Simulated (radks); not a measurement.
Values are calculated unless marked as measured or tabulated.
Ionisation of Pr2+, [Xe] 4f3, to Pr3+, [Xe] 4f2, under several functionals. Dirac Kohn-Sham, spin-unpolarised, spherical densities, point nucleus; open shells fill j = l - 1/2 first; a radial shooting solver on a logarithmic mesh with Libxc functionals.

exchange-only B88: E(Pr2+) (hartree) -9239.8072; Exc (hartree) -214.1545; IE (eV) 20.382; -e(HOMO) (eV) 12.747; <r> HOMO (bohr) 1.152; IE error (eV) -1.241
BLYP: E(Pr2+) (hartree) -9242.7917; Exc (hartree) -217.1681; IE (eV) 21.498; -e(HOMO) (eV) 13.794; <r> HOMO (bohr) 1.145; IE error (eV) -0.126
LDA (Slater exchange, VWN5 correlation): E(Pr2+) (hartree) -9235.3082; Exc (hartree) -209.6159; IE (eV) 21.979; -e(HOMO) (eV) 14.218; <r> HOMO (bohr) 1.135; IE error (eV) +0.355
exchange-only PBE: E(Pr2+) (hartree) -9238.8447; Exc (hartree) -213.1731; IE (eV) 20.380; -e(HOMO) (eV) 12.772; <r> HOMO (bohr) 1.157; IE error (eV) -1.244
exchange-only LDA: E(Pr2+) (hartree) -9229.6039; Exc (hartree) -203.8387; IE (eV) 20.300; -e(HOMO) (eV) 12.661; <r> HOMO (bohr) 1.151; IE error (eV) -1.324
PBE: E(Pr2+) (hartree) -9242.0324; Exc (hartree) -216.4110; IE (eV) 21.660; -e(HOMO) (eV) 13.930; <r> HOMO (bohr) 1.140; IE error (eV) +0.036
Wu-Cohen GGA: E(Pr2+) (hartree) -9241.1558; Exc (hartree) -215.5301; IE (eV) 21.707; -e(HOMO) (eV) 13.959; <r> HOMO (bohr) 1.138; IE error (eV) +0.083

NIST Atomic Spectra Database: 21.624 eV (measured). Closest: PBE. The Delta-SCF values span 1.68 eV, the total energies 13.19 hartree. The highest occupied level is 4f5/2. Spin polarisation and multiplet splitting are left out, so open shells lie too high by an amount that depends on their filling.

Beside tabulated values, note that spin-unpolarised runs miss the spin-polarisation part of the exchange energy of open shells.
